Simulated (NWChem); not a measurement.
Which level was it?

CH4BFOSi: 9 atoms, total charge 0, spin state singlet. SMILES: `O=CB[SiH2]F`. The coordinates come from a PBE0-D4/def2-TZVP relaxation. This is one conformer, not always the lowest.

```xyz
9

O    -0.7895    0.7804    1.7038
C    -0.1283    1.4421    0.9104
B     0.6281    0.1887    0.4958
Si   -0.0772   -1.0076   -0.9450
F    -1.3608   -0.3492   -1.6597
H    -0.2624    2.5250    0.7785
H     1.6087   -0.0849    1.1217
H     0.9640   -1.2026   -1.9919
H    -0.4942   -2.3381   -0.4309
```

Orbital energies are those of the mean-field step.

A calculation with NWChem 7.3.0 gave:

- total energy: -529.9176 Eh
- dipole moment: 2.17 D
- HOMO energy: -7.71 eV
- LUMO energy: -1.79 eV
- HOMO–LUMO gap: 5.92 eV
- largest force: 0.984 eV/Å

Q: Which of these levels gave the numbers?
A. MP2/def2-SVP
B. B3LYP/6-31G* (Cartesian functions)
C. B3LYP/6-31G* (spherical functions)
D. CCSD(T)/def2-SVP

A: C. The others give -529.9231 Eh (B3LYP/6-31G* (Cartesian functions)), -528.5068 Eh (MP2/def2-SVP), -528.5675 Eh (CCSD(T)/def2-SVP).
